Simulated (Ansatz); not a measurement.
`[BH]1[NH][SbH][AlH]1`, relaxed with RKS PBE-D4/def2-SVP in Ansatz 0.2.0 from a rough embedded geometry. The force threshold is 0.03 eV/Å; the program also tests the step.

Charge 0, multiplicity 1. Sb: def2 effective core potential.

Start:

```xyz
8

B    -0.416   -0.630    0.856
N     1.020   -0.169    0.837
Sb    1.219    1.149   -0.747
Al   -1.141    0.905   -0.334
H    -0.993   -1.463    1.569
H     1.629   -1.008    0.647
H     1.255   -0.161   -1.931
H    -2.573    1.378   -0.898
```

| step | energy (eV) | largest force (eV/Å) | largest move (Å) |
| --- | --- | --- | --- |
| 1 | -15353.9495 | 4.084 | 0.000 |
| 2 | -15354.9688 | 2.605 | 0.191 |
| 3 | -15355.1642 | 1.899 | 0.198 |
| 4 | -15355.3115 | 1.629 | 0.200 |
| 5 | -15355.3739 | 0.215 | 0.126 |
| 6 (rejected) | -15355.3586 | 0.331 | 0.200 |
| 7 | -15355.3868 | 0.039 | 0.064 |
| 8 | -15355.3870 | 0.043 | 0.017 |
| 9 | -15355.3871 | 0.017 | 0.013 |

End:

```xyz
8

B    -0.464   -0.650    0.947
N     0.883   -0.442    0.608
Sb    1.372    1.132   -0.797
Al   -1.305    0.819   -0.356
H    -0.799   -1.499    1.759
H     1.646   -0.993    1.029
H     1.261    0.089   -2.197
H    -2.593    1.544   -0.993
```

Hardware: 2 threads of an Arm Neoverse V2 on a shared host. Wall time 16 s, peak host memory 0.15 GiB.
